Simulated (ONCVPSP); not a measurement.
Cs, ONCV: configuration errors across variants

```json
{"Element": "caesium", "Generator": "ONCVPSP 4.0.1", "Type": "optimised norm-conserving Vanderbilt (ONCV)", "Functional": "PBE", "Relativity": "scalar-relativistic", "Frozen core": "[Kr] 4d10", "Valence charge": "9", "Reference configuration": "5s2 5p6 6s0.5 6p0.5", "Partial waves": "5s+6s: rc 3.30 bohr, ncon 3, nbas 6, qcut 3.4 1/bohr, 2 projectors; 5p+6p: rc 3.30 bohr, ncon 3, nbas 7, qcut 3.4 1/bohr, 2 projectors; d scattering state at 0.09 Ha: rc 3.65 bohr, ncon 4, nbas 8, qcut 2.9 1/bohr, 3 projectors, debl 2.4 Ha", "Local potential": "polynomial inside 3.25 bohr (lpopt 5, dvloc0 6 Ha)", "Core correction": "Teter function fitted to the true core (icmod 2), fcfact 0.65"}
```

In the d channel the program set the typed energies aside and used 0.050, 2.450, 4.850 Ha.

All-electron excitation energies from the reference (eV): (1) 5s2 5p6 6s1 6p0 -0.679; (2) 5s2 5p6 6s0 6p0 3.184; (3) 5s2 5p6 6s0.5 6p0 0.791; (4) 5s2 5p6 6s0 6p1 0.692.

1 further variants failed, have other tests or too few solved ones, and are left out.

Errors AE − PS in meV (a dash: test not solved or not reliable):

```tsv
change	(1)	(2)	(3)	(4)	bound ghosts	GHOST(+) flags above zero
base	-0.1	-0.3	-0.1	0.0	none	none
p: qcut 3.5	-0.1	-0.3	-0.1	0.0	none	none
all radii but the core radius scaled by about 0.76 (s 2.52, p 2.52, d 2.80 bohr); local potential polynomial inside 2.48 bohr (lpopt 5, dvloc0 6 Ha)	-0.1	-0.3	-0.1	0.0	none	d
core correction Teter function fitted to the true core (icmod 2), fcfact 0.34	-0.1	-0.3	-0.1	0.0	none	none
p: nproj 4	-0.1	-0.3	-0.1	0.0	none	none
core correction Teter function fitted to the true core (icmod 2), fcfact 0.5	-0.1	-0.3	-0.1	0.0	none	none
d: qcut 3.7	-0.1	-0.3	-0.1	0.0	none	none
```

**Question.** Give the same row for: p: rc 4.88.

**Answer.** -1.0, -3.6, -0.2, -0.9; bound ghosts: none; GHOST(+) flags above zero: none.
